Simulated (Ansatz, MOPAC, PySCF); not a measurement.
Isomers of C2H6Te: 1 is C[Te]C, 2 is CC[TeH]; one conformer of each (the lowest of an xTB search), B3LYP-D3(BJ)/def2-TZVP minima.
Isomer 1 (charge 0, multiplicity 1, Z-matrix in Å and degrees):
```
Te
C 1 2.1597
H 2 1.0867 1 109.56
H 2 1.0867 3 110.85 1 -121.01
H 2 1.0877 3 109.77 4 -121.42
C 1 2.1597 2 94.09 3 -60.99
H 6 1.0867 1 109.56 2 60.90
H 6 1.0867 7 110.85 1 121.01
H 6 1.0877 7 109.77 8 121.42
```
Isomer 2 (charge 0, multiplicity 1):
```json
[
 {"atom": "C", "x (Å)": "-0.8153", "y (Å)": "0.5904", "z (Å)": "0.1638"},
 {"atom": "C", "x (Å)": "-0.0617", "y (Å)": "-0.6984", "z (Å)": "-0.1137"},
 {"atom": "Te", "x (Å)": "1.9893", "y (Å)": "-0.7042", "z (Å)": "0.6202"},
 {"atom": "H", "x (Å)": "-1.8425", "y (Å)": "0.5162", "z (Å)": "-0.2067"},
 {"atom": "H", "x (Å)": "-0.8534", "y (Å)": "0.8066", "z (Å)": "1.2317"},
 {"atom": "H", "x (Å)": "-0.3435", "y (Å)": "1.4405", "z (Å)": "-0.3307"},
 {"atom": "H", "x (Å)": "-0.5162", "y (Å)": "-1.5512", "z (Å)": "0.3904"},
 {"atom": "H", "x (Å)": "-0.0100", "y (Å)": "-0.9267", "z (Å)": "-1.1756"},
 {"atom": "H", "x (Å)": "2.4533", "y (Å)": "0.5269", "z (Å)": "-0.3985"}
]
```

No zero-point or thermal terms.

Rows in 3-21G carry no dispersion term and start afresh at each structure; the Pople sets are all-electron and without relativity. The state that PM7 reach isn't checked; PM7 holds dispersion and hydrogen-bond terms.

Programs: Ansatz (a first-principles code); MOPAC for PM7 (differences of heats of formation); PySCF for 3-21G rows. Each number belongs to the level named beside it. In def2 rows elements past Kr take small-core potentials, without spin–orbit coupling.

Question: One of these levels gives 6.87 kcal/mol for the electronic energy of isomer 2 less that of isomer 1. Which one is it?
(A) B3LYP/3-21G
(B) PM7
(C) HF/3-21G
(D) BHLYP/def2-TZVPP

Answer: A, B3LYP/3-21G. The others give -3.43 (PM7), 8.21 (HF/3-21G), 1.63 (BHLYP/def2-TZVPP)
